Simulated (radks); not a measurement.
Values are calculated unless marked as measured or tabulated.
Problem. Au XLI, configuration [Kr] 4d3. Level of theory: Dirac Kohn-Sham, PBE, spin-unpolarised, spherical densities, finite nucleus; open shells fill j = l - 1/2 first; Fermi nuclear charge, rms radius 5.4371 fm (a radial shooting solver on a logarithmic mesh with Libxc functionals). Some entries of the table are withheld. Estimate them.

orbital  occ.  eigenvalue (hartree)  <1/r> (bohr^-1)  <r^2> (bohr^2)
1s1/2       2             -3028.950            95.68       0.0003935
2s1/2       2             -589.0578            23.53        0.005935
2p1/2       2             -567.7957            23.49        0.004199
2p3/2       4             -500.3266            19.14        0.005384
3s1/2       2             -188.2584            8.732         0.03779
3p1/2       2                   (1)            8.643         0.03438
3p3/2       4                   (2)            7.518         0.04039
3d3/2       4             -148.1683            7.400         0.03081
3d5/2       6             -144.8711            7.144         0.03242
4s1/2       2             -84.36623            4.099          0.1549
4p1/2       2             -80.27628            4.023          0.1532
4p3/2       4             -75.53619            3.645          0.1725
4d3/2       3                   (3)            3.523          0.1645
4d5/2       0                   (4)            3.439          0.1699
5s1/2       0             -47.54386              (5)             (6)
5p1/2       0             -45.60911            2.280          0.4694
5p3/2       0             -43.60984            2.118          0.5133

Solution. 
(1) 3p1/2 eigenvalue (hartree): -178.8422
(2) 3p3/2 eigenvalue (hartree): -163.5905
(3) 4d3/2 eigenvalue (hartree): -68.99184
(4) 4d5/2 eigenvalue (hartree): -67.98529
(5) 5s1/2 <1/r> (bohr^-1): 2.323
(6) 5s1/2 <r^2> (bohr^2): 0.4614
